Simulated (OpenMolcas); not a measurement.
## d1 ions of charge +5 down a group with 6 fluoride ligands in octahedral coordination

* Program: OpenMolcas
* Method: CASSCF
* Spin-orbit coupling: state interaction with AMFI integrals over the reference wave functions

The d shell is active. Anionic complexes are neutralised by point charges behind the ligands. Distances were set from a Shannon-type radius of the metal (high-spin where two are listed) plus a fixed donor radius (F 1.31 Å). Ligand basis ANO-RCC-VTZP, DKH2 Hamiltonian. States (labels of O, the rotations of Oh). Energies in cm-1 above the lowest state or level, χT in cm3 K/mol; under a threefold ground state the first gap can be a small split of the lowest multiplet, not the spin-orbit step; 10Dq is the gap between the two states. Spin-only χT is S(S+1) / 2 for the spin of the ground state.

```csv
Ion,Shell,R (Å),Metal basis,Outer charge (e at Å behind ligand),Ground state,First state of that spin,10Dq,First gap with spin-orbit (degeneracies),χT at 300 K,Spin-only χT
Mo5+,4d1,1.92,ANO-RCC-VTZP,0.17 at 2.8,2T2,2E 34506,34506,"1254 (4, 2)",0.118,0.375
W5+,5d1,1.93,ANO-RCC-VTZP,0.17 at 3.2,2T2,2E 39286,39286,"4674 (4, 2)",0.035,0.375
```

The rows also differ in their outer charges, so part of each step comes from that.

|10Dq| changes by a factor of 39286 / 34506 = 1.14 from Mo5+ to W5+.

χT departs most from the spin-only value for W5+, by -0.340 cm3 K/mol.

An orbital triplet at a regular site is open to Jahn-Teller coupling, which can distort the site and quench the lowest spin-orbit gaps and is left out. With metal d orbitals alone the field can be off either way by tens of per cent. Ligand-to-metal charge-transfer states are missing. The least metal-like active orbital is 69 % on the metal (Löwdin) and no ligand orbital is active, so the numbers are rough (holds for Mo5+). The least metal-like active orbital is 66 % on the metal (Löwdin) and no ligand orbital is active, so the numbers are rough (holds for W5+). No measured value stands beside these numbers; the geometry was imposed, not optimised, and the real ion may take another.
